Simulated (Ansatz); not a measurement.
Reaction (ligand exchange at a B–F bond): `CNBF` + HBr → `CNBBr` + H–F

Computed with Ansatz on PBE0-D4/def2-TZVP structures; ΔE is electronic, products minus reactants. CCSD(T)/CBS is the MP2 limit (def2-TZVPP, def2-QZVPP) plus CCSD(T) − MP2 in def2-TZVPP, frozen cores. This one scheme is used for every species. DFT in def2-TZVPP. HSE06 is defined as in plane-wave codes. For Br outer-core shells are correlated without core-valence functions, which leaves a few kJ/mol of doubt a bond. Scalar relativity is left out up to krypton. One conformer a species, not always the lowest.

Problem. Is it downhill or uphill in electronic energy at CCSD(T)/CBS, and by how much? (An estimate is asked.)

Solution. The calculation gave: Uphill: ΔE = +0.44 eV.

Problem. What do these levels give: PBE-D4, r2SCAN-D4, CAM-B3LYP-D4, ωB97X-V, PBE, HSE06, BHLYP, CAM-B3LYP, MP2/def2-SVP, CCSD/def2-SVP, SCS-MP2/def2-TZVPP, CCSD/CBS(def2)? (Best estimate.)

Solution. The calculation gave: PBE-D4 0.48, r2SCAN-D4 0.55, CAM-B3LYP-D4 0.65, ωB97X-V 0.56, PBE 0.52, HSE06 0.51, BHLYP 0.66, CAM-B3LYP 0.68, MP2/def2-SVP 0.66, CCSD/def2-SVP 0.74, SCS-MP2/def2-TZVPP 0.49, CCSD/CBS(def2) 0.48 eV.

Largest T1 diagnostic among the species: 0.012.

Leaving LDA and LC-ωPBE aside and taking each functional with its dispersion term where it has one, the values, not all of them listed here, spread over 0.20 eV, from revPBE-D4 to CAM-B3LYP-D4. In def2-TZVPP, CCSD(T) changes the Hartree–Fock value by −0.21 eV (the triples alone add −0.04 eV) and MP2 by −0.30 eV.
